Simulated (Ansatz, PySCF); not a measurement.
C4H16Al2N2, SMILES [CH3][Al-]1([CH3])[NH2+][Al-]([CH3])([CH3])[NH2+]1.

Geometry optimised at r2SCAN-D4/def2-SVP.

Vertical ionisation energy (IE) and electron affinity (EA) in eV. Rows of orbital energies are one-electron estimates. Where ΔSCF, EOM or ADC give a negative EA the extra electron is unbound and the value depends on the basis.

```csv
level,IE,EA
"−ε(HOMO), −ε(LUMO), CAM-B3LYP/def2-SVP (PySCF)",8.63,-1.59
"−ε(HOMO), −ε(LUMO), PBE/def2-SVP (PySCF)",5.94,0.05
"ΔSCF, PBE0/def2-SVPD (Ansatz), final states of multiplicity 2 and 2",8.89,-0.63
"ΔSCF, PBE/def2-SVPD (Ansatz), final states of multiplicity 2 and 2",8.33,-0.43
```

**Question.** What vertical singlet–triplet gap does ΔSCF give with PBE0/def2-SVPD (Ansatz, a quantum-chemistry and plane-wave program) and with PBE/def2-SVPD (Ansatz)? (The exact figures need the calculation; the answer reports its results.)

**Answer.** 6.16 and 5.35 eV (triplet above singlet where positive).
